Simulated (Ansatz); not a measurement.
Molecule: sum formula SiHF, charge 0, multiplicity 1. SMILES: F[SiH]
Geometry: optimised at B3LYP-D3(BJ)/def2-TZVP (Ansatz, an electronic-structure program).

Property: vertical electron affinity (to the doublet state of charge -1; a negative value means that the extra electron is unbound and the number depends on the basis; each state is the SCF solution reached for its spin; for the singlet the Hartree-Fock reference is unstable and T1 is 0.015), in eV. Cores are frozen in the correlated levels unless marked. Open shells are spin-unrestricted. Spin-orbit coupling is left out. Non-relativistic. Anions need diffuse functions: aug- sets have them; def2-D sets add few. Basis-set limits of correlation are two-point, X^-3; Hartree-Fock from the larger set.

CCSD(T)/CBS(aug-cc-pV(T+d)Z,aug-cc-pV(Q+d)Z) (Ansatz) gives 0.64 eV.

**Question.** Another calculation gave 0.56 eV. Which level was it?
(A) wB97X/def2-TZVPD (Ansatz)
(B) SVWN5/def2-TZVPD (Ansatz)
(C) wB97M-V/def2-TZVPD (Ansatz)

**Answer.** A, wB97X/def2-TZVPD (Ansatz). The others give 0.68 (SVWN5), 0.39 (wB97M-V) eV.
